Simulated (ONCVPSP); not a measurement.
An all-electron radial function and its pseudo partner (Cu)

Columns: radius, all-electron u(r) and pseudo u(r) of the 3p shell (level -72.00 eV) of copper in the configuration [Ne] 3s2 3p6 3d10 4s1; PBEsol, scalar-relativistic, ONCV scheme, ONCVPSP 4.0.1.

| r (bohr) | all-electron | pseudo |
| --- | --- | --- |
| 0.055 | -0.3713 | 0.0272 |
| 0.110 | -0.6443 | 0.1037 |
| 0.165 | -0.5681 | 0.2207 |
| 0.220 | -0.2710 | 0.3697 |
| 0.275 | 0.1024 | 0.5394 |
| 0.330 | 0.4605 | 0.7126 |
| 0.385 | 0.7579 | 0.8723 |
| 0.440 | 0.9799 | 1.0096 |
| 0.495 | 1.1276 | 1.1205 |
| 0.550 | 1.2105 | 1.1983 |
| 0.605 | 1.2421 | 1.2359 |
| 0.660 | 1.2345 | 1.2329 |
| 0.715 | 1.1986 | 1.1983 |
| 0.770 | 1.1437 | 1.1435 |
| 0.825 | 1.0767 | 1.0765 |
| 0.880 | 1.0031 | 1.0029 |
| 0.935 | 0.9268 | 0.9266 |
| 0.990 | 0.8506 | 0.8504 |
| 1.045 | 0.7763 | 0.7762 |
| 1.100 | 0.7054 | 0.7053 |
| 1.155 | 0.6386 | 0.6385 |
| 1.210 | 0.5763 | 0.5762 |
| 1.265 | 0.5187 | 0.5186 |
| 1.320 | 0.4659 | 0.4658 |
| 1.375 | 0.4176 | 0.4175 |
| 1.430 | 0.3737 | 0.3736 |

(1) How many radial nodes do the two functions have?

(2) At about which radius was the pseudo-wave matched?

(3) Is the pseudo-wave norm-conserving?

Answers

(1) The all-electron 3p function has n − l − 1 = 1; the pseudo-wave has 0, since the states of the same l below it are removed with the core.

(2) 0.80 bohr. The columns agree to 0.0005 from 0.71 bohr on; several derivatives are matched, so the curves merge somewhat inside the radius.

(3) Yes: the ONCV scheme keeps the norm inside the radius equal to the all-electron one, which fixes the energy derivative of the logarithmic derivative at the level.
